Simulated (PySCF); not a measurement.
# Stretching NaBe

Set-up: basis Na def2-TZVP, Be def2-TZVP; no relativity; PySCF 2.14. Energies in eV from Na + Be in their ground configurations at the same level. All curves are PBE0. state 1: ²Σ⁺ (doublet), unpaired electrons σ ↑; state 2: doublet, unpaired electrons π ↑, a second solution, started from another occupation; state 3: ⁴Π (quartet), unpaired electrons σ ↑↑, π ↑, a second solution, started from another occupation.

```tsv
R (Å)	state 1	state 2	state 3
2.503	-0.2159	0.4895	2.0463
2.620	-0.2969	0.5014	1.9753
2.736	-0.3409	0.5443	1.9359
2.824	-0.3560	0.5915	1.9221
2.911	-0.3597	0.6481	1.9186
2.998	-0.3548	0.7117	1.9229
3.115	-0.3390	0.8039	1.9377
3.260	-0.3099	0.9252	1.9654
3.435	-0.2689	1.0718	2.0054
3.668	-0.2138	1.2556	2.0609
```

Put a parabola through the three lowest points of the state 1 curve and estimate Re, k and ωe (reduced mass 6.474 u; 1 eV/Å² = 0.16022 mdyn/Å; ωe = 1302.8·√(k/μ) cm⁻¹).

Through R = 2.824, 2.911, 2.998 Å the second-order coefficient is 0.568 eV/Å², so Re ≈ 2.905 Å, k ≈ 0.182 mdyn/Å and ωe ≈ 218 cm⁻¹. A polynomial fit of higher order to the unrounded PBE0 energies gives Re = 2.901 Å, k = 0.185 mdyn/Å, ωe = 220 cm⁻¹; anharmonicity and rounding make the difference.

The higher-order fit for each curve: state 1: Re = 2.901 Å, ωe = 220 cm⁻¹, De = 0.360 eV; state 3: Re = 2.903 Å, ωe = 211 cm⁻¹, minimum 1.92 eV above the ground-state fragments. State 2 gave no clean fit.

The bond is weak. Basis-set superposition, not corrected here, can be much of De in a small basis, most of all at correlated wavefunction levels. Functionals without a dispersion term scatter widely for such bonds, and LDA overbinds them. The state was picked by a PBE0 search and need not be the measured ground state.
